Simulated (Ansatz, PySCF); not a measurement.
Dimer: NH3 (SMILES N) (first 4 atoms) with HCl (SMILES Cl); geometry from B3LYP-D3(BJ)/def2-TZVP, rigid monomers moved along the line of their centres of mass till N1···H6 is 3.12 Å.
(charge 0, multiplicity 1):
```xyz
6

N     -0.0303     0.0770     0.6092
H     -0.5200    -0.7547     0.2991
H     -0.4651     0.8821     0.1729
H      0.9284     0.0198     0.2851
Cl    -0.1729     0.4247     5.0535
H     -0.1301     0.3200     3.7162
```

Monomers are frozen at their geometry in the pair; levels with a basis set take the counterpoise correction.

Cores are frozen in the correlated methods. Rows in 6-31G* carry no dispersion term and start afresh at each structure (6-31G* with six Cartesian d functions).

Programs: Ansatz (Gaussian basis) for Hartree–Fock, density functionals and correlated methods; PySCF for 6-31G* rows. Values without a source in brackets are computed.

### Question
What interaction energy does HF/6-31G* give?

### Answer
-14 kJ/mol

Ansatz is a first-principles code.
